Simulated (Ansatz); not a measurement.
Species: C₃H₃N₂ (charge 0, doublet). It need not be the lowest isomer of its formula. 
Geometry from a B3LYP-D3(BJ)/def2-TZVP (Ansatz, a first-principles code) optimisation:
```xyz
8

C      0.2122    -1.1759     0.2878
C      1.1826    -0.2068     0.0185
N      0.5801     0.9516    -0.2540
N     -0.7387     0.7028    -0.1548
C     -1.0180    -0.5844     0.1746
H      2.2563    -0.2783     0.0062
H     -1.3854     1.4538    -0.3243
H     -2.0211    -0.9533     0.2949
```
Charge 0, spin multiplicity 2.

Basis-set convergence of Hartree-Fock and MP2 correlation energies (hartree) with Ansatz. Cores are frozen in the correlated levels unless marked. UHF or UKS for open shells. No spin-orbit coupling. No relativistic terms.

The UHF reference is spin-contaminated (<S^2> 0.27 over the pure value in the largest basis). 

```json
[
 {"basis": "cc-pVDZ", "functions": "85", "E(HF)": "-224.15634", "E(corr, MP2)": "-0.67260"},
 {"basis": "cc-pVTZ", "functions": "192", "E(HF)": "-224.21341", "E(corr, MP2)": "-0.82631"},
 {"basis": "cc-pVQZ", "functions": "365", "E(HF)": "-224.22867", "E(corr, MP2)": "-0.88195"},
 {"basis": "cc-pV5Z", "functions": "620", "E(HF)": "-224.23232", "E(corr, MP2)": "-0.90380"}
]
```

Extrapolating the two largest sets (X = 4 and 5) as X^-3: E(corr) = (125·(-0.90380) - 64·(-0.88195))/61 = -0.9267 Eh, an estimate of the basis-set limit. The largest set recovers 97.5 % of it, the smallest 72.6 %.
